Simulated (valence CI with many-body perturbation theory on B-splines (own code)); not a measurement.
Hg9+: key properties

Calculated by configuration interaction combined with many-body perturbation theory (CI+MBPT): three valence electrons over a frozen Dirac-Fock core [Xe] 4f14, radial functions for each j: 9 s, 9 p, 10 d, 8 f, 5 g, 3 h, 1 i, with the one-electron correlation potential Σ1, the two-electron term Σ2, the three-electron term Σ3, Breit, model QED; selected CI, second order for the rest, scaled by the run's own slope (own B-spline code, finite nucleus).

No measured spectrum was set against this ion. As an estimate, terms of the open shell hold to 2 to 4 % of their energy, and close levels can change places. Core correlation moves these levels by up to 14000 cm⁻¹, and in measured spectra 5 to 20 % of such shifts remained as error; rates that hang on mixing are uncertain with them. The list stops below the first excitations out of the core.

Levels are named by their leading jj configuration (3d3/2^4 stands for four electrons in 3d with j = 3/2), which in mixed levels can hold well under half, so a name can repeat and another be missing.

Rates and lifetimes use the calculated energies. Strong lines usually hold to 10 to 20 %, long lifetimes can be off by a factor of two.

(1) What is the ground level?

(2) What is the ionisation energy?

(3) Name the longest-lived excited levels whose lifetime is computed, and their main decay.

(4) How well does LS coupling describe the low levels?

Results:

(1) (5d3/2^3) J=3/2, composition 71 % 5d³ ⁴F + 23 % 5d³ ²D + 4 % 5d³ ²P, g = 0.554.

(2) 154.03 eV; NIST lists 153 ± 2.2 eV (theoretical).

(3) (5d3/2^2 5d5/2) J=9/2 at 3.344 eV lives 1.97 s, mostly by M1 to (5d3/2^2 5d5/2) J=7/2; (5d3/2^2 5d5/2) J=7/2 at 2.920 eV lives 54.5 ms, mostly by M1 to (5d3/2^2 5d5/2) J=5/2.

(4) Among the lowest 20 levels the leading LS term, summed over configurations, holds 71 % on average. For single configurations the figures are 71 % in LS and 83 % in jj coupling. Terms mix most in the J = 9/2 level at 3.344 eV, where the leading one holds 41 %.
